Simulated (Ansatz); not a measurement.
Geometry optimisation, Ansatz, RKS B3LYP-D4/def2-SVP.

The input (input.yaml):

```yaml
crystal:
  periodic: [false, false, false]
  atoms:
    - { symbol: F, position_ang: [-1.9472, 1.09, 1.1386] }
    - { symbol: B, position_ang: [-0.5824, 1.339, 1.3127] }
    - { symbol: Al, position_ang: [0.7442, 0.1787, 0.2665] }
    - { symbol: C, position_ang: [0.2004, -1.2232, -0.9681] }
    - { symbol: I, position_ang: [-1.0454, -0.3458, -2.5203] }
    - { symbol: H, position_ang: [-0.56808, 0.96097, 0.46032] }
    - { symbol: H, position_ang: [2.3712, 0.4051, 0.4867] }
    - { symbol: H, position_ang: [1.0327, -1.7386, -1.424] }
    - { symbol: H, position_ang: [-0.4892, -1.9463, -0.3613] }
basis:
  gaussian: { orbitals: def2-SVP }
hamiltonian:
  xc: b3lyp
  dispersion: d4
relax:
  f_tol: 0.02
  max_steps: 50
```

Launched with:

```bash
$ ansatz run input.yaml --threads 2 --pin off --max-ram 3072MiB --backend cpu --events-out ev --progress --plain --runs-dir out
```

Task: Where does it end, and by what steps?

Result: The forces met the threshold. The force dipped under the threshold on the way, but the program's further checks kept it going. After 42 steps the energy has fallen by 5.801 eV; H6 moved furthest, 1.70 Å. The start is strongly strained (largest force component 14 eV/Å), so its close contacts needn't be bonds. Parted: Al3–H6 (1.54 → 3.05 Å).

| step | energy less start (eV) | largest force component (eV/Å) | accepted |
| --- | --- | --- | --- |
| 0 | 0.0000 | 14.166 | yes |
| 2 | -3.7405 | 2.824 | yes |
| 4 | -4.6541 | 1.219 | yes |
| 6 | -5.0888 | 0.768 | yes |
| 8 | -5.4348 | 0.757 | yes |
| 10 | -5.6507 | 0.957 | yes |
| 12 | -5.7635 | 0.232 | yes |
| 14 | -5.7786 | 0.353 | yes |
| 16 | -5.7873 | 0.092 | yes |
| 18 | -5.7883 | 0.041 | yes |
| 20 | -5.7871 | 0.331 | no |
| 22 | -5.7900 | 0.155 | yes |
| 24 | -5.7891 | 0.180 | no |
| 26 | -5.7926 | 0.089 | yes |
| 28 | -5.7939 | 0.033 | yes |
| 30 | -5.7952 | 0.020 | yes |
| 32 | -5.7907 | 0.409 | no |
| 34 | -5.7980 | 0.039 | yes |
| 36 | -5.7998 | 0.024 | yes |
| 38 | -5.8001 | 0.021 | yes |
| 40 | -5.8004 | 0.026 | yes |
| 42 | -5.8005 | 0.014 | yes |

```xyz
9
Properties=species:S:1:pos:R:3
F -1.958 0.665 1.229
B -0.839 1.308 0.899
Al 0.767 0.174 0.013
C 0.270 -1.598 -0.711
I -0.329 -0.507 -2.588
H -0.849 2.507 1.117
H 2.290 0.600 -0.121
H 1.019 -2.326 -1.049
H -0.653 -2.102 -0.397
```

Run time: 100 s on 2 threads of Intel(R) Xeon(R) 6975P-C (Granite Rapids), on a shared host, peak memory 0.27 GiB.
